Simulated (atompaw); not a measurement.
**u(r) = r·R(r): atom against pseudo-atom (lead (Pb))**

Columns: radius, all-electron u(r) and pseudo u(r) of the 5s shell (level -161.33 eV) of lead in the configuration [Kr] 4d10 4f14 5s2 5p6 5d10 6s2 6p0; LDA (PW92), scalar-relativistic, PAW (atompaw) scheme, atompaw 4.2.0.5.

| r (bohr) | all-electron | pseudo |
| --- | --- | --- |
| 0.065 | -0.1672 | 0.2317 |
| 0.131 | 0.5134 | 0.4606 |
| 0.196 | -0.0059 | 0.6736 |
| 0.262 | -0.6149 | 0.8714 |
| 0.327 | -0.7207 | 1.0432 |
| 0.392 | -0.4231 | 1.1877 |
| 0.458 | 0.0515 | 1.3033 |
| 0.523 | 0.5133 | 1.3843 |
| 0.588 | 0.8816 | 1.4319 |
| 0.654 | 1.1330 | 1.4461 |
| 0.719 | 1.2666 | 1.4283 |
| 0.785 | 1.3083 | 1.3810 |
| 0.850 | 1.2816 | 1.3095 |
| 0.915 | 1.2099 | 1.2184 |
| 0.981 | 1.1100 | 1.1116 |
| 1.046 | 0.9985 | 0.9987 |
| 1.112 | 0.8819 | 0.8819 |
| 1.177 | 0.7706 | 0.7706 |
| 1.242 | 0.6663 | 0.6663 |
| 1.308 | 0.5698 | 0.5698 |
| 1.373 | 0.4851 | 0.4851 |
| 1.438 | 0.4105 | 0.4105 |
| 1.504 | 0.3448 | 0.3448 |
| 1.569 | 0.2890 | 0.2890 |
| 1.635 | 0.2408 | 0.2408 |
| 1.700 | 0.2005 | 0.2005 |

Q: How many radial nodes do the two functions have?

A: The all-electron 5s function has n − l − 1 = 4 (the table is too coarse to show those close to the nucleus); the pseudo-wave has 0, since the states of the same l below it are removed with the core.

Q: At about which radius was the pseudo-wave matched?

A: 1.15 bohr. The columns agree to 0.0005 from 1.05 bohr on; several derivatives are matched, so the curves merge somewhat inside the radius.

Q: Is the pseudo-wave norm-conserving?

A: No, it belongs to a PAW set: the norm inside the radius is not constrained, and the difference is carried by the augmentation charge.
